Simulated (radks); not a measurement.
Fractional charge and spin in the 4d shell of indium: the spin-up occupation runs from 4 to 5 and the spin-down occupation from 4 to 5; the fullest corner is In2+, [Kr] 5s(up 0.5, down 0.5) 4d(up 5, down 5). Calculated with a radial shooting solver on a logarithmic mesh with Libxc functionals: scalar-relativistic Kohn-Sham, r2SCAN, spin-polarised, spherical densities, finite nucleus; meta-GGA in the generalised Kohn-Sham scheme; Fermi nuclear charge, rms radius of each element as measured or else 0.836 A^(1/3) + 0.57 fm. Energy (eV) minus the two flat planes that join the four corners (they meet along the diagonal where the two added fractions sum to one electron); zero is where a piecewise linear energy would lie.

down \ up,4,4.25,4.5,4.75,5
4,0.000,-1.600,-2.122,-1.584,0.000
4.25,-1.600,-2.050,-1.442,0.209,-1.483
4.5,-2.122,-1.442,0.279,-1.346,-1.964
4.75,-1.584,0.209,-1.346,-1.897,-1.464
5,0.000,-1.483,-1.964,-1.464,0.000

Corners above the fullest one (they belong to In3+ and the next ion): (up 5, down 4) 44.864 eV, (up 4, down 5) 44.864 eV, (up 4, down 4) 107.20 eV. With half an added electron in each spin the energy lies 0.279 eV from the planes, and with half an added electron in spin up alone -2.122 eV. The planes are only a guide here: the flat-plane condition holds for ground states with one frontier orbital, while this shell lies below other occupied shells, so the corners above the fullest one are inner-hole states and not the ground states of those ions.
